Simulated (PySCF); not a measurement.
## Ionisation energy of As by level of theory

As [Ar] 3d10 4s2 4p3 [4p1/2^2 4p3/2^1, M_J = 3/2] → As⁺ [Ar] 3d10 4s2 4p2 [4p1/2^2, M_J = 0], as a difference of total energies. Calculation: PySCF 2.14, in x2c-SVPall-2c (5s6p3d, 38 functions); the two-component X2C-1e Hamiltonian. Correlated levels: [Ne] frozen. "Screened" scales the spin-orbit matrix elements by Boettger's factors to mimic the two-electron term; Breit and QED terms are absent.

```json
{"method": "GHF (spin-free)", "ionisation energy (eV)": "9.501", "error (eV)": "-0.288"}
{"method": "GMP2 (spin-free)", "ionisation energy (eV)": "9.858", "error (eV)": "+0.069"}
{"method": "GHF (screened spin-orbit)", "ionisation energy (eV)": "9.383", "error (eV)": "-0.406"}
{"method": "GMP2 (screened spin-orbit)", "ionisation energy (eV)": "9.740", "error (eV)": "-0.049"}
```

Reference: 9.789 eV (measured; NIST Atomic Spectra Database, ionization energies).

The spin-free rows relax to the high-spin LS determinant and lack the spin-orbit shift.

Errors of the correlated levels include the incompleteness of this basis and the frozen core.

The labels give the starting determinants; with spin-orbit coupling the two ends relaxed to ⟨J²⟩ = 3.75, ⟨L²⟩ = 0.01, ⟨S²⟩ = 3.74 and ⟨J²⟩ = 1.64, ⟨L²⟩ = 2.00, ⟨S²⟩ = 1.99.

The determinant of As⁺ mixes levels of different J (the jj label is only the starting occupation), so the difference between spin-free and spin-orbit rows is not the physical spin-orbit shift.
